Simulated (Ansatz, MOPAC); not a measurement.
Molecule: C$_{3}$H$_{8}$FGe (charge 0, doublet). SMILES: [Ge]([CH3])([CH2])([CH3])[F]

Atoms: C1, Ge2, C3, C4, F5, H6, H7, H8, H9, H10, H11, H12, H13. Bonds: C1-Ge2, C1-H6, C1-H7, Ge2-C3, Ge2-C4, Ge2-F5, C3-H8, C3-H9, C3-H10, C4-H11, C4-H12, C4-H13.

Bond lengths (Å) and angles (degrees) optimised at PM3 with MOPAC; PM7 with MOPAC; MNDO with MOPAC; HF/3-21G with Ansatz (a program for electronic structure); B3LYP/LANL2DZ with Ansatz; B3LYP/6-31G* with LANL2DZ past Ar with Ansatz, each started from the B3LYP-D3(BJ)/def2-TZVP structure (Ansatz) of the last column. A row stands for all coordinates that are equal there; 9 of 18 kinds are shown. 6-31G* holds six Cartesian d functions. No wavenumbers were computed at MNDO, B3LYP/LANL2DZ, so these may be saddle points.

```tsv
coordinate	PM3	PM7	MNDO	HF/3-21G	B3LYP/LANL2DZ	B3LYP/6-31G* with LANL2DZ past Ar	B3LYP-D3(BJ)/def2-TZVP
C1-Ge2	1.892	1.895	1.885	1.936	1.935	1.933	1.928
C1-H6	1.076	1.060	1.085	1.077	1.091	1.088	1.084
Ge2-C3	1.966	1.960	1.938	1.951	1.954	1.957	1.951
Ge2-F5	1.733	1.494	1.750	1.713	1.806	1.741	1.773
C3-H8	1.089	1.089	1.107	1.085	1.096	1.094	1.090
C3-H9	1.089	1.086	1.107	1.086	1.097	1.095	1.091
C1-Ge2-C3	111.1	110.9	111.7	110.5	112.0	110.6	112.4
C1-Ge2-C4	111.1	110.8	111.7	110.5	112.0	110.6	112.5
C1-Ge2-F5	109.1	109.0	107.2	108.4	107.3	108.7	106.4
```

Mean signed difference of all 12 bond lengths from B3LYP-D3(BJ)/def2-TZVP: PM3 -0.005 Å, PM7 -0.030 Å, MNDO 0.001 Å, HF/3-21G -0.008 Å, B3LYP/LANL2DZ 0.008 Å, B3LYP/6-31G* with LANL2DZ past Ar 0.002 Å.
